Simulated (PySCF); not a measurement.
Positional isomers: norbornane formyl+boryl. Isolated molecules, 0 K electronic values unless said otherwise. One relaxed conformer stands for each flexible species; it need not be the lowest. Strings in code marks are SMILES.

Level of theory: PBE0-D4/def2-TZVP // PBE0-D4/def2-SVP (PySCF). All candidates: neutral, multiplicity 1. Excitations are Tamm–Dancoff values on a coarser integration grid. The basis has no diffuse functions, so Rydberg states are missing or too high.

| Quantity | Value |
|---|---|
| T1 excitation (TDA) | 3.70 eV |
| S1 excitation (TDA) | 4.33 eV |
| HOMO | -7.37 eV |

Question: Say which member has these values.
A) `B[C@@H]1C[C@H]2CC[C@@H]1[C@H]2C=O`
B) `B[C@@]12CC[C@@H](C[C@@H]1C=O)C2`
C) `B[C@]1(C=O)[C@H]2CC[C@@H]1CC2`

Answer: B, `B[C@@]12CC[C@@H](C[C@@H]1C=O)C2`. The others give `B[C@@H]1C[C@H]2CC[C@@H]1[C@H]2C=O`: 3.75 eV, 4.38 eV, -7.67 eV; `B[C@]1(C=O)[C@H]2CC[C@@H]1CC2`: 3.51 eV, 4.01 eV, -7.23 eV
